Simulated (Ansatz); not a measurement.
A single point on `O=C1C[SiH2]1`.

```yaml
crystal:
  periodic: [false, false, false]
  atoms:
    - {symbol: O, position_ang: [-0.360305, 0.572334, 2.159886]}
    - {symbol: C, position_ang: [-0.242579, 0.260067, 1.017271]}
    - {symbol: C, position_ang: [0.581623, 0.683040, -0.164067]}
    - {symbol: Si, position_ang: [-0.436152, -0.888150, -0.462227]}
    - {symbol: H, position_ang: [1.661967, 0.728420, -0.033970]}
    - {symbol: H, position_ang: [0.186999, 1.567573, -0.668336]}
    - {symbol: H, position_ang: [-1.550894, -0.780890, -1.431178]}
    - {symbol: H, position_ang: [0.251443, -2.199593, -0.473179]}
basis:
  gaussian: {orbitals: def2-TZVPP}
hamiltonian: {xc: pbe}
correlation: {method: rpa}
```

```sh
$ ansatz run in.yaml --threads 2 --pin off --events-out ev --progress --plain --max-ram 4352MiB
```

Output, abridged:

```
Functional definition: PBE
  name "PBE"
  cite "Perdew, Burke & Ernzerhof, Phys. Rev. Lett. 77, 3865 (1996) doi:10.1103/PhysRevLett.77.3865"
  parent pbe
  parameter kappa = 0.804
  parameter beta = 0.06672455060314922
  exchange = pbe_x(kappa = kappa, mu = beta*pi^2/3)
  correlation = pbe_c(beta = beta)
1139 factors; integrals over basis functions are off by at most 1.0e-3 eV
mean field evaluation 1: about -12043.6665 eV, gradient 7.0e1 eV
mean field evaluation 2: about -12043.6575 eV, gradient 7.0e1 eV
mean field evaluation 4: about -12051.0843 eV, gradient 3.8e1 eV
mean field evaluation 8: about -12054.7010 eV, gradient 6.9e-1 eV
mean field evaluation 16: about -12054.7016 eV, gradient 6.8e-4 eV
mean field -12054.70162886 eV, -443.0021138903 hartree, gradient 3.1e-6 eV, S^2 0.000000; 2 other end points of the search recorded, 0 dependent functions left out
8 core orbitals not correlated: weight in the atoms' cores, before any rotation towards them, 1.000 or more for the frozen orbitals, at most 0.000 for the correlated occupied ones
reference -12021.81396661 eV, -441.7935145949 hartree; 11, 11 occupied and 172, 172 virtual orbitals, 1139 factors
Total energy: -12051.78851705 eV, -442.8950590059 hartree
```

Hardware: 2 threads of an Arm Neoverse V1 on a shared host. Wall time 6.5 s, peak host memory 0.4 GiB.
